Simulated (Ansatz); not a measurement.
Abridged output of a molecular run in Ansatz:

```
Functional definition: HF
1659 factors; integrals over basis functions are off by at most 9.8e-4 eV
mean field evaluation 1: about -31407.7184 eV, gradient 3.5e1 eV
mean field evaluation 2: about -31408.0551 eV, gradient 3.5e1 eV
mean field evaluation 4: about -31411.2013 eV, gradient 4.4e0 eV
mean field evaluation 8: about -31411.2783 eV, gradient 2.9e-1 eV
mean field -31411.27875212 eV, -1154.3432028110 hartree, gradient 7.3e-6 eV, S^2 0.000000; 0 other end points of the search recorded, 0 dependent functions left out
17 core orbitals not correlated: weight in the atoms' cores, before any rotation towards them, 1.000 or more for the frozen orbitals, at most 0.000 for the correlated occupied ones
reference -31411.27875212 eV, -1154.3432028110 hartree; 16, 16 occupied and 253, 253 virtual orbitals, 1659 factors
second order -23.01210227 eV of doubles, -0.00000000 eV of singles
cycle   1  -24.03800883 eV  change    -1.0e0 eV  update   1.1e-1
cycle   2  -24.66496451 eV  change   -6.3e-1 eV  update   3.2e-2
cycle   3  -24.78809457 eV  change   -1.2e-1 eV  update   1.6e-2
cycle   4  -24.77639774 eV  change    1.2e-2 eV  update   3.8e-3
cycle   5  -24.77477080 eV  change    1.6e-3 eV  update   1.6e-3
cycle   6  -24.77509863 eV  change   -3.3e-4 eV  update   4.7e-4
cycle   7  -24.77482190 eV  change    2.8e-4 eV  update   1.8e-4
cycle   8  -24.77481316 eV  change    8.7e-6 eV  update   5.3e-5
cycle   9  -24.77483709 eV  change   -2.4e-5 eV  update   2.2e-5
perturbative correction -0.93852763 eV, -0.0344902542 hartree
Total energy: -31436.99211684 eV, -1155.2881515352 hartree
```

Its atoms:

Z-matrix (Å, degrees):
```
C
O 1 1.413
H 1 1.096 2 111.4
H 1 1.094 2 110.8 3 -121.3
H 1 1.091 2 108.0 3 119.4
Si 2 1.632 1 124.1 3 50.2
Cl 6 2.070 2 110.4 1 62.3
Si 6 2.334 2 107.6 1 -179.0
H 6 1.488 2 110.1 1 -52.8
H 8 1.485 6 109.5 2 -59.7
H 8 1.487 6 110.2 2 60.9
H 8 1.487 6 108.9 2 -179.4
```

(1) Which basis set was used?
A. def2-SVPD
B. def2-QZVPP
C. cc-pV(D+d)Z
D. def2-TZVPP

(2) Write the keys of the input that set method, charge and spin (a neutral closed shell needs none for the last two).

## Answers

(1) D. It gives 286 functions.

(2) 
```yaml
correlation: {method: ccsd_t}
```
